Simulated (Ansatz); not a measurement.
Reaction (ligand exchange at the Si–C bond): `O=C(O[SiH3])[SiH2]F` + `NCF` → `FCN[SiH2]F` + `O=CO[SiH3]`

Calculated with Ansatz (gas phase, PBE0-D4/def2-TZVP geometries, no zero-point term in ΔE). CCSD(T)/CBS adds triple-zeta CCSD(T) − MP2 to the extrapolated MP2 energy (def2 sets, frozen cores). Functionals use def2-TZVPP. B3LYP here is the variant with VWN-RPA as its local correlation; programs differ in this. Each species was taken in one conformer, which may not be the lowest.

```json
{"level": "PBE-D4", "ΔE (kcal/mol)": "-15.8", "difference from CCSD(T)/CBS": "2.9"}
{"level": "r2SCAN-D4", "ΔE (kcal/mol)": "-17.6", "difference from CCSD(T)/CBS": "1.1"}
{"level": "PBE0-D4", "ΔE (kcal/mol)": "-17.5", "difference from CCSD(T)/CBS": "1.2"}
{"level": "B3LYP-D4", "ΔE (kcal/mol)": "-17.7", "difference from CCSD(T)/CBS": "1.0"}
{"level": "ωB97M-V", "ΔE (kcal/mol)": "-18.6", "difference from CCSD(T)/CBS": "0.1"}
{"level": "B2PLYP", "ΔE (kcal/mol)": "-18.5", "difference from CCSD(T)/CBS": "0.2"}
{"level": "B3LYP", "ΔE (kcal/mol)": "-17.8", "difference from CCSD(T)/CBS": "0.9"}
{"level": "HF/def2-TZVPP", "ΔE (kcal/mol)": "-21.3", "difference from CCSD(T)/CBS": "-2.6"}
{"level": "MP2/def2-TZVPP", "ΔE (kcal/mol)": "-19.7", "difference from CCSD(T)/CBS": "-1.0"}
{"level": "SCS-MP2/def2-TZVPP", "ΔE (kcal/mol)": "-19.7", "difference from CCSD(T)/CBS": "-1.0"}
{"level": "CCSD(T)/def2-TZVPP", "ΔE (kcal/mol)": "-18.9", "difference from CCSD(T)/CBS": "-0.2"}
{"level": "HF/def2-QZVPP", "ΔE (kcal/mol)": "-21.5", "difference from CCSD(T)/CBS": "-2.8"}
{"level": "MP2/def2-QZVPP", "ΔE (kcal/mol)": "-19.7", "difference from CCSD(T)/CBS": "-1.0"}
{"level": "SCS-MP2/def2-QZVPP", "ΔE (kcal/mol)": "-19.6", "difference from CCSD(T)/CBS": "-0.9"}
{"level": "MP2/CBS(def2)", "ΔE (kcal/mol)": "-19.5", "difference from CCSD(T)/CBS": "-0.8"}
{"level": "CCSD/CBS(def2)", "ΔE (kcal/mol)": "-19.3", "difference from CCSD(T)/CBS": "-0.6"}
{"level": "CCSD(T)/CBS", "ΔE (kcal/mol)": "-18.7", "difference from CCSD(T)/CBS": "0"}
```

Largest T1 diagnostic among the species: 0.016.

In def2-TZVPP, CCSD(T) changes the Hartree–Fock value by +2.4 kcal/mol (the triples alone add +0.6 kcal/mol) and MP2 by +1.6 kcal/mol. From PBE to PBE0 (25 % exact exchange), in def2-TZVPP and without D4, ΔE moves by −1.8 kcal/mol.
